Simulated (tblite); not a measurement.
Planning a molecular-dynamics run on `C#CC=[Se]`.

Method: GFN2-xTB Langevin dynamics, gas phase (tblite 0.8.0). Geometry: GFN2-xTB. Work: Langevin dynamics, 2000 steps. The command runs a driver script over a list of jobs; the input below is this job's line of settings and its coordinates in Å.

Command:
```bash
OMP_NUM_THREADS=1 python probes_run.py task.json out
```

Input:
```
{"job": {"kind": "md", "xc": "GFN2-xTB", "basis": "xTB", "temperature": 300, "steps": 2000, "every": 50, "frames": 5}, "charge": 0, "multiplicity": 1}
C      1.530467    -0.212033     0.280236
C      0.366345     0.033347     0.076291
C     -0.978518     0.269657    -0.166942
Se    -2.171655    -0.995631    -0.492817
H      2.547040    -0.404070     0.459366
H     -1.290556     1.310720    -0.151411
```

Hardware: one thread of an Intel Xeon Platinum 8488C, shared host.

**Question.** Estimate the wall time.

**Answer.** About 4.5 s. That is 2.2 ms a step, or 800 ps of dynamics an hour.

**Question.** Estimate the peak memory.

**Answer.** About 0.18 GiB. Peak memory is the resident size of the whole Python process, interpreter and libraries included.

Times come from a shared host and carry two figures at best.
